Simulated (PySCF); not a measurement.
**C₆ coefficients of unlike pairs at UHF**

Calculated with PySCF 2.14 from the dipole response of each species, C₆(A,B) = (3/π) ∫ α_A(iu) α_B(iu) du, in atomic units, from isotropic polarisabilities. For ions this is the dispersion term alone; charge-induced terms of lower order in 1/R come first.

```json
{"species": "Ca⁺", "configuration": "[Ar] 4s1 (2S)", "basis": "dyall-av3z (25s18p5d4f)", "relativity": "spin-free X2C", "α (bohr³)": "96.16", "C₆ (like pair)": "761.8"}
{"species": "S", "configuration": "[Ne] 3s2 3p4 (3P)", "basis": "aug-cc-pV(T+d)Z (6s5p4d2f)", "relativity": "none", "α (bohr³)": "18.92", "C₆ (like pair)": "129.5"}
{"species": "P⁻", "configuration": "[Ne] 3s2 3p4 (3P)", "basis": "aug-cc-pV(T+d)Z with one added diffuse shell each of s, p, d, f type (7s6p5d3f)", "relativity": "none", "α (bohr³)": "110.3", "C₆ (like pair)": "1190"}
{"species": "Sr⁺", "configuration": "[Kr] 5s1 (2S)", "basis": "def2-TZVPPD with the def2 core potential (28 electrons) (6s4p3d1f)", "relativity": "core potential", "α (bohr³)": "119.8", "C₆ (like pair)": "1140"}
```

**Question.** Estimate C₆ for P⁻ with S.

**Answer.** The integral gives 351.8. The combination rule 2 C_A C_B / (C_A α_B/α_A + C_B α_A/α_B) gives 321.4 and the geometric mean 392.6.

No spin-orbit coupling is included.

The other pairs:

| pair | C₆ |
| --- | --- |
| S, Ca⁺ | 255.4 |
| Sr⁺, S | 313.7 |
| P⁻, Ca⁺ | 936.5 |
| Sr⁺, P⁻ | 1146 |
| Sr⁺, Ca⁺ | 931.0 |
